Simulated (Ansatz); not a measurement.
Calculation: frozen-core CCSD(T)/def2-TZVPP // PBE-D3(BJ)/def2-SVP (Ansatz, a program for electronic structure).

Ansatz 0.2 input:
```yaml
crystal:
  periodic: [false, false, false]
  atoms:
    - { symbol: Ta, position_ang: [0.019519, 0.012288, 0.003708] }
    - { symbol: Cl, position_ang: [-0.757661, 1.597775, -1.468158] }
    - { symbol: Cl, position_ang: [1.235518, -1.777137, -0.773142] }
    - { symbol: Cl, position_ang: [1.976285, 1.244591, 0.375433] }
    - { symbol: Cl, position_ang: [-0.541648, 0.139096, 2.229284] }
    - { symbol: F, position_ang: [-1.567333, -0.986963, -0.297837] }
basis:
  gaussian: { orbitals: def2-TZVPP }
correlation:
  method: ccsd_t
```

Output:

```
Functional definition: HF
1574 factors; integrals over basis functions are off by at most 7.5e-4 eV
mean field evaluation 1: about -54259.2211 eV, gradient 5.3e1 eV
mean field evaluation 2: about -54259.5050 eV, gradient 5.4e1 eV
mean field evaluation 4: about -54266.0392 eV, gradient 3.3e0 eV
mean field evaluation 8: about -54266.1143 eV, gradient 5.5e-1 eV
mean field evaluation 16: about -54266.1168 eV, gradient 2.1e-6 eV
mean field -54266.11679275 eV, -1994.2430092384 hartree, gradient 2.1e-6 eV, S^2 0.000000; 0 other end points of the search recorded, 0 dependent functions left out
21 core orbitals not correlated
reference -54266.11679275 eV, -1994.2430092384 hartree; 24, 24 occupied and 210, 210 virtual orbitals, 1574 factors
second order -38.53140028 eV of doubles, -0.00000000 eV of singles
cycle   1  -37.96492036 eV  change    5.7e-1 eV  update   2.2e-1
cycle   2  -39.01313834 eV  change    -1.0e0 eV  update   1.2e-1
cycle   3  -39.33682479 eV  change   -3.2e-1 eV  update   3.9e-2
cycle   4  -39.31591887 eV  change    2.1e-2 eV  update   1.3e-2
cycle   5  -39.29928680 eV  change    1.7e-2 eV  update   5.5e-3
cycle   6  -39.29841389 eV  change    8.7e-4 eV  update   2.1e-3
cycle   7  -39.29941517 eV  change   -1.0e-3 eV  update   8.3e-4
cycle   8  -39.29924114 eV  change    1.7e-4 eV  update   3.5e-4
cycle   9  -39.29933897 eV  change   -9.8e-5 eV  update   1.4e-4
cycle  10  -39.29958707 eV  change   -2.5e-4 eV  update   7.3e-5
cycle  11  -39.29940575 eV  change    1.8e-4 eV  update   2.8e-5
cycle  12  -39.29936930 eV  change    3.6e-5 eV  update   1.9e-5
perturbative correction -1.95915095 eV, -0.0719974693 hartree
Total energy: -54307.37531299 eV, -1995.7592318913 hartree
```

Cost: very roughly 25 core-minutes.
